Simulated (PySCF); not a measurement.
A side-by-side comparison of computed properties.

First species: silylidenephosphane, H₃PSi.
Atom-mapped SMILES: `[SiH2:1]=[PH:2]` (hydrogens: H3, H4 on Si1; H5 on P2)

Second species: Cu(PH3)(SiH3) (singlet state).
SMILES: `[SiH3][Cu]<-[PH3]`

Levels: CAM-B3LYP/def2-SVPD for dipole moment, HOMO energy, LUMO energy, HOMO–LUMO gap, static isotropic polarisability and electronic spatial extent ⟨r²⟩ about the centre of nuclear charge; TDDFT CAM-B3LYP/def2-SVPD for lowest singlet excitation; TDA CAM-B3LYP/def2-SVPD for lowest triplet excitation (Tamm–Dancoff); PBE0-D3(BJ)/def2-SVP for rotational constant A and rotational constant C. Geometries: PBE0-D3(BJ)/def2-SVP. Each structure is a single optimised conformer of the isolated species, non-relativistic unless stated. Electronic properties by PySCF.

```
                                                         property    column X    column Y
                                                    dipole moment      1.73 D      7.46 D
                                                      HOMO energy    -7.96 eV    -7.31 eV
                                                      LUMO energy    -1.10 eV    -0.12 eV
                                                    HOMO–LUMO gap     6.86 eV     7.19 eV
                                        lowest singlet excitation     4.33 eV     4.37 eV
                         lowest triplet excitation (Tamm–Dancoff)     2.21 eV     3.73 eV
                                  static isotropic polarisability     60.3 au     90.2 au
electronic spatial extent ⟨r²⟩ about the centre of nuclear charge   221 bohr²   860 bohr²
                                            rotational constant A  99.576 GHz  49.077 GHz
                                            rotational constant C   6.621 GHz   1.392 GHz
```

(1) Which column belongs to which species?

(2) How does each property change from the first species to the second?

Results:

(1) Column X is the first species and column Y the second. The first has 5 atoms and 32 electrons, the second 9 and 64.

(2) dipole moment +5.73 D; HOMO energy +0.65 eV; LUMO energy +0.98 eV; HOMO–LUMO gap +0.33 eV; lowest singlet excitation +0.04 eV; lowest triplet excitation (Tamm–Dancoff) +1.52 eV; static isotropic polarisability +29.9 au; electronic spatial extent ⟨r²⟩ about the centre of nuclear charge +639 bohr²; rotational constant A -50.499 GHz; rotational constant C -5.229 GHz.

On the first: No computed singlet falls in the visible range (750 to 380 nm, 1.65 to 3.26 eV); S1 lies 1.07 eV above its blue end.

On the second: The polarisability is 13.36 Å³ as a volume (1 au = 0.148185 Å³), or 1.41 au for each of the 64 electrons. The 15 singlets span 4.37 to 6.33 eV, and their oscillator strengths add up to 0.75.
